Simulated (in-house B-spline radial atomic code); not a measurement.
Ionisation energies along the 19-electron series, configuration 1s2 2s2 2p6 3s2 3p6 3d3/2(1), as differences of self-consistent energies. Dirac energy differences include first-order Breit, QED and recoil terms. NIST's values go from ground level to ground level; the uncertainty of those that are theory runs from under 0.1 % in few-electron ions to several per cent in heavy many-electron ones. Computed with an all-electron radial atomic-structure program (B-spline basis): Dirac-Hartree-Fock, jj configuration that fills j = l - 1/2 first, finite nuclei.

```json
{"ion": "Pd27+", "configuration after": "[Ne] 3s2 3p6", "ionisation energy (eV)": "1437.9", "IE/(q+1)² (eV)": "1.8341", "-ε less Coulomb ΔSCF (eV)": "1.6292", "Breit and QED recoil part (eV)": "-0.50163", "tabulated value (eV)": "1438", "tabulated kind": "tabulated theory", "computed minus tabulated (eV)": "-0.1"}
{"ion": "Ag28+", "configuration after": "[Ne] 3s2 3p6", "ionisation energy (eV)": "1534.8", "IE/(q+1)² (eV)": "1.8249", "-ε less Coulomb ΔSCF (eV)": "1.6364", "Breit and QED recoil part (eV)": "-0.55755", "tabulated value (eV)": "1535", "tabulated kind": "tabulated theory", "computed minus tabulated (eV)": "-0.2"}
{"ion": "Cd29+", "configuration after": "[Ne] 3s2 3p6", "ionisation energy (eV)": "1634.7", "IE/(q+1)² (eV)": "1.8163", "-ε less Coulomb ΔSCF (eV)": "1.6432", "Breit and QED recoil part (eV)": "-0.61722", "tabulated value (eV)": "1635", "tabulated kind": "tabulated theory", "computed minus tabulated (eV)": "-0.3"}
{"ion": "In30+", "configuration after": "[Ne] 3s2 3p6", "ionisation energy (eV)": "1737.7", "IE/(q+1)² (eV)": "1.8083", "-ε less Coulomb ΔSCF (eV)": "1.6498", "Breit and QED recoil part (eV)": "-0.68089", "tabulated value (eV)": "1738", "tabulated kind": "tabulated theory", "computed minus tabulated (eV)": "-0.3"}
{"ion": "Sn31+", "configuration after": "[Ne] 3s2 3p6", "ionisation energy (eV)": "1843.9", "IE/(q+1)² (eV)": "1.8007", "-ε less Coulomb ΔSCF (eV)": "1.6561", "Breit and QED recoil part (eV)": "-0.74858", "tabulated value (eV)": "1844", "tabulated kind": "tabulated theory", "computed minus tabulated (eV)": "-0.1"}
{"ion": "Sb32+", "configuration after": "[Ne] 3s2 3p6", "ionisation energy (eV)": "1953.2", "IE/(q+1)² (eV)": "1.7936", "-ε less Coulomb ΔSCF (eV)": "1.6622", "Breit and QED recoil part (eV)": "-0.82051", "tabulated value (eV)": "1954", "tabulated kind": "tabulated theory", "computed minus tabulated (eV)": "-0.8"}
{"ion": "Te33+", "configuration after": "[Ne] 3s2 3p6", "ionisation energy (eV)": "2065.6", "IE/(q+1)² (eV)": "1.7868", "-ε less Coulomb ΔSCF (eV)": "1.6681", "Breit and QED recoil part (eV)": "-0.89667", "tabulated value (eV)": "2066", "tabulated kind": "tabulated theory", "computed minus tabulated (eV)": "-0.4"}
{"ion": "I34+", "configuration after": "[Ne] 3s2 3p6", "ionisation energy (eV)": "2181.1", "IE/(q+1)² (eV)": "1.7805", "-ε less Coulomb ΔSCF (eV)": "1.6738", "Breit and QED recoil part (eV)": "-0.97741", "tabulated value (eV)": "2181", "tabulated kind": "tabulated theory", "computed minus tabulated (eV)": "0.1"}
{"ion": "Xe35+", "configuration after": "[Ne] 3s2 3p6", "ionisation energy (eV)": "2299.8", "IE/(q+1)² (eV)": "1.7745", "-ε less Coulomb ΔSCF (eV)": "1.6793", "Breit and QED recoil part (eV)": "-1.0626", "tabulated value (eV)": "2300", "tabulated kind": "tabulated theory", "computed minus tabulated (eV)": "-0.2"}
{"ion": "Cs36+", "configuration after": "[Ne] 3s2 3p6", "ionisation energy (eV)": "2421.6", "IE/(q+1)² (eV)": "1.7689", "-ε less Coulomb ΔSCF (eV)": "1.6847", "Breit and QED recoil part (eV)": "-1.1526", "tabulated value (eV)": "2422", "tabulated kind": "tabulated theory", "computed minus tabulated (eV)": "-0.4"}
{"ion": "Ba37+", "configuration after": "[Ne] 3s2 3p6", "ionisation energy (eV)": "2546.6", "IE/(q+1)² (eV)": "1.7635", "-ε less Coulomb ΔSCF (eV)": "1.6899", "Breit and QED recoil part (eV)": "-1.2474", "tabulated value (eV)": "2547", "tabulated kind": "tabulated theory", "computed minus tabulated (eV)": "-0.4"}
{"ion": "La38+", "configuration after": "[Ne] 3s2 3p6", "ionisation energy (eV)": "2674.7", "IE/(q+1)² (eV)": "1.7585", "-ε less Coulomb ΔSCF (eV)": "1.6949", "Breit and QED recoil part (eV)": "-1.3472", "tabulated value (eV)": "2674", "tabulated kind": "tabulated theory", "computed minus tabulated (eV)": "0.7"}
```
